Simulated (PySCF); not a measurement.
F, charge -1, singlet (in this run its highest filled SCF level lies above zero, so its values depend strongly on the basis, on diffuse functions most of all); PBE/def2-SVP (PySCF).

Here is a job for PySCF.
```python
from pyscf import gto, scf, dft

mol = gto.Mole()
mol.atom = '''
    F     0.00000000    0.00000000    0.00000000
'''
mol.basis = 'def2-svp'
mol.charge = -1
mol.verbose = 4
mol.build()

mf = dft.RKS(mol)
mf.xc = 'pbe'
mf.init_guess = '1e'
mf = mf.newton()
mf.kernel()
mf.analyze()
```

Task: Write the output that PySCF gives for this input, abridged.

Result: 
```
PySCF version 2.14.0

[INPUT] verbose = 4
[INPUT] num. atoms = 1
[INPUT] num. electrons = 10
[INPUT] charge = -1
[INPUT] spin (= nelec alpha-beta = 2S) = 0
[INPUT] symmetry False subgroup None
[INPUT] Mole.unit = angstrom
[INPUT] Symbol           X                Y                Z      unit          X                Y                Z       unit  Magmom
[INPUT]  1 F      0.000000000000   0.000000000000   0.000000000000 AA    0.000000000000   0.000000000000   0.000000000000 Bohr   0.0

nuclear repulsion = 0
number of shells = 6
number of NR pGTOs = 24
number of NR cGTOs = 14
basis = def2-svp
ecp = {}

******** <class 'pyscf.soscf.newton_ah.SecondOrderRKS'> ********
method = SecondOrderRKS
initial guess = 1e
damping factor = 0
level_shift factor = 0
DIIS = <class 'pyscf.scf.diis.CDIIS'>
diis_start_cycle = 1
diis_space = 8
diis_damp = 0
SCF conv_tol = 1e-09
SCF conv_tol_grad = None
SCF max_cycles = 50
direct_scf = True
direct_scf_tol = 1e-13
XC library pyscf.dft.libxc version 7.1.2
    S. Lehtola, C. Steigemann, M. J. T. Oliveira, and M. A. L. Marques,  SoftwareX 7, 1–5 (2018)
XC functionals = pbe
    J. P. Perdew, K. Burke, and M. Ernzerhof,  Phys. Rev. Lett. 77, 3865 (1996)
    J. P. Perdew, K. Burke, and M. Ernzerhof,  Phys. Rev. Lett. 78, 1396 (1997)
    J. P. Perdew, K. Burke, and M. Ernzerhof,  Phys. Rev. Lett. 77, 3865 (1996)
    J. P. Perdew, K. Burke, and M. Ernzerhof,  Phys. Rev. Lett. 78, 1396 (1997)
radial grids:
    Treutler-Ahlrichs [JCP 102, 346 (1995); DOI:10.1063/1.469408] (M4) radial grids

becke partition: Becke, JCP 88, 2547 (1988); DOI:10.1063/1.454033
pruning grids: <function nwchem_prune>
grids dens level: 3
symmetrized grids: False
atomic radii adjust function: <function treutler_atomic_radii_adjust>
small_rho_cutoff = 0
******** <class 'pyscf.dft.rks.RKS'> Newton solver flags ********
SCF tol = 1e-09
conv_tol_grad = None
max. SCF cycles = 50
direct_scf = True
direct_scf_tol = 1e-13
max_cycle_inner = 12
max_stepsize = 0.05
ah_start_tol = 1e+09
ah_level_shift = 0
ah_conv_tol = 1e-12
ah_lindep = 1e-14
ah_start_cycle = 1
ah_max_cycle = 40
ah_grad_trust_region = 2.5
kf_interval = 4
kf_trust_region = 5
canonicalization = True
Set conv_tol_grad to 3.16228e-05
Initial guess from hcore.
  HOMO = -9.51843609553599  LUMO = -4.18873651526059  gap/eV = 145.02851
tot grids = 14264
  HOMO = 1.06169114100815  LUMO = 2.68739574171086  gap/eV = 44.23768
Initial guess E= -94.7759128216668  |g|= 4.72626
macro= 0  E= -97.7311410855077  delta_E= -2.95523  |g|= 4.72626  1 KF 5 JK
macro= 1  E= -99.4340210535009  delta_E= -1.70288  |g|= 3.37499  1 KF 5 JK
macro= 2  E= -99.5845676190816  delta_E= -0.150547  |g|= 1.02476  2 KF 5 JK
macro= 3  E= -99.5855779975761  delta_E= -0.00101038  |g|= 0.0792243  1 KF 4 JK
macro= 4  E= -99.5855780019824  delta_E= -4.40632e-09  |g|= 0.000163081  1 KF 4 JK
macro= 5  E= -99.5855780019824  delta_E= -2.84217e-14  |g|= 8.69092e-10  1 KF 2 JK
Canonicalize SCF orbitals
macro X = 6  E=-99.5855780019824  |g|= 8.69092e-10  total 8 KF 32 JK
converged SCF energy = -99.5855780019824
**** SCF Summaries ****
Total Energy =                         -99.585578001982441
Nuclear Repulsion Energy =               0.000000000000000
One-electron Energy =                 -144.763321084949609
Two-electron Energy =                   45.177743082967176
Two-electron Coulomb Energy =           55.906345684944498
DFT Exchange-Correlation Energy =      -10.728602601977324
HOMO-LUMO gap [eV] =                    44.237675444211590
**** MO energy ****
MO #1   energy= -23.647184847637   occ= 2
MO #2   energy= -0.421683110486393 occ= 2
MO #3   energy= 0.228943674048875  occ= 2
MO #4   energy= 0.228943674048876  occ= 2
MO #5   energy= 0.228943674048876  occ= 2
MO #6   energy= 1.49006516611327   occ= 0
MO #7   energy= 1.56489360060535   occ= 0
MO #8   energy= 1.56489360060536   occ= 0
MO #9   energy= 1.56489360060536   occ= 0
MO #10  energy= 3.55090258181426   occ= 0
MO #11  energy= 3.55090258181427   occ= 0
MO #12  energy= 3.55090258181427   occ= 0
MO #13  energy= 3.55090258181427   occ= 0
 ** Mulliken pop on meta-lowdin orthogonal AOs  **
 ** Mulliken pop  **
pop of  0 F 1s            1.99998
pop of  0 F 2s            1.99343
pop of  0 F 3s            0.00659
pop of  0 F 2px           1.99337
pop of  0 F 2py           1.99337
pop of  0 F 2pz           1.99337
pop of  0 F 3px           0.00663
pop of  0 F 3py           0.00663
pop of  0 F 3pz           0.00663
pop of  0 F 3dxy          0.00000
pop of  0 F 3dyz          0.00000
pop of  0 F 3dz^2         0.00000
pop of  0 F 3dxz          0.00000
pop of  0 F 3dx2-y2       0.00000
 ** Mulliken atomic charges  **
charge of    0F =     -1.00000

WARN: System has nonzero charge -1; the dipole moment is origin-dependent.
Location of origin: [0. 0. 0.]

Dipole moment(X, Y, Z, Debye):  0.00000, -0.00000,  0.00000
```
